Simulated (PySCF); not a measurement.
## [Rb2F]+, singlet: computed properties

Method: PBE0/[F def2-TZVP, Rb def2-TZVP with ECP28], scalar-relativistic core potentials, density fitting, no spin–orbit coupling, PySCF.

The structure is a minimum.

| Quantity | Value |
| --- | --- |
| Point group | D∞h |
| Bond lengths | F–Rb 2.479 Å (×2) |
| Bond angles | Rb–F–Rb 180.0° |
| Rotational symmetry number | 2 |
| Dipole moment about the centre of mass | 0.00 D |
| Highest occupied level | -11.26 eV |
| Zero-point energy | 3.9 kJ/mol |
| Principal quadrupole moments (Buckingham, traceless) about the centre of mass | -25.57, -25.57, 51.14 D Å |
| Rotational constants | 0.01616 cm⁻¹ |
| Lowest empty level | -3.87 eV |
| Enthalpy at 298.15 K above 0 K | 15.43 kJ/mol |
| Principal polarisabilities | 22.8, 22.8, 33.9 bohr³ |
| Entropy at 298.15 K and 1 bar | 305.0 J/(mol K) |
| Heat capacity Cp at 298.15 K | 60.0 J/(mol K) |

Harmonic modes (masses in u: F 18.998, Rb 84.912):
```csv
symmetry,ω (cm⁻¹),"IR (km/mol, summed over degenerate members)",μ (u)
πu,80,80.6,20.61
σg+,127,0.0,84.91
σu+,370,129,20.61
```

In D∞h the vibrations span πu + σg+ + σu+. The σg+ mode carries no infrared intensity, as symmetry demands. With a centre of inversion only u modes can be infrared active and only g modes Raman active.

Charges (e):
```json
{"atom": "F1", "Mulliken": "-0.79", "Löwdin": "-0.65", "polar tensor": "-0.96", "Mayer order to F1": "–"}
{"atom": "Rb2,3", "Mulliken": "0.90", "Löwdin": "0.83", "polar tensor": "0.98", "Mayer order to F1": "0.18"}
```

Mulliken populations on F1: s 3.98, p 5.81, d 0.00, f 0.00.

Outer orbital energies (eV). occupied: -20.83, -20.82, -20.82, -20.72, -20.42, -11.37, -11.26, -11.26; empty: -3.87, -3.53, -2.36, -2.36.

This need not be the most stable arrangement of these atoms.

The final relaxation and frequency run took roughly 40 core-seconds on a shared host.
